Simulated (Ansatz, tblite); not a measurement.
Cost and result up the ladder for WSF₄ (6 atoms). The state is a singlet with charge 0. Geometry: r2SCAN-D4/def2-SVP.

```xyz
6

W    -0.019   -0.012   -0.006
S     1.686    1.093    0.561
F     0.629   -1.663   -0.568
F    -0.267    0.358   -1.812
F    -1.463    1.123    0.291
F    -0.566   -0.899    1.535
```

Ansatz on 4 threads of Arm Neoverse V2 on a shared host; xTB runs through tblite on one thread. Times are rough, summed over both states, and most runs start from the orbitals of an earlier one. PBE0-D4/def2-TZVP serves as the yardstick here, not as an exact answer. The other state is a doublet.

In the def2 sets W takes a core potential; there is no spin–orbit coupling. The xTB rows come from tblite.

Raw xTB energies of ions are shifted by several eV.

```json
{"level": "BLYP-D4/def2-TZVP", "functions": "201", "vertical IE (eV)": "11.22", "difference from PBE0-D4/def2-TZVP (eV)": "-0.41"}
{"level": "GFN1-xTB", "functions": "34", "vertical IE (eV)": "15.70", "difference from PBE0-D4/def2-TZVP (eV)": "4.07"}
{"level": "PBE0-D4/def2-TZVP (with forces)", "functions": "201", "vertical IE (eV)": "11.62", "difference from PBE0-D4/def2-TZVP (eV)": "0.00"}
{"level": "GFN2-xTB", "functions": "34", "vertical IE (eV)": "15.64", "difference from PBE0-D4/def2-TZVP (eV)": "4.02"}
{"level": "PBE-D4/def2-TZVP", "functions": "201", "vertical IE (eV)": "11.32", "difference from PBE0-D4/def2-TZVP (eV)": "-0.30"}
```

(1) Estimate how long each takes.

## Answers

(1) GFN1-xTB 0.007 s; GFN2-xTB 0.01 s; PBE-D4/def2-TZVP 8.4 s; BLYP-D4/def2-TZVP 8.5 s; PBE0-D4/def2-TZVP (with forces) 16 s. On shared hardware such times vary by a factor of up to 3.
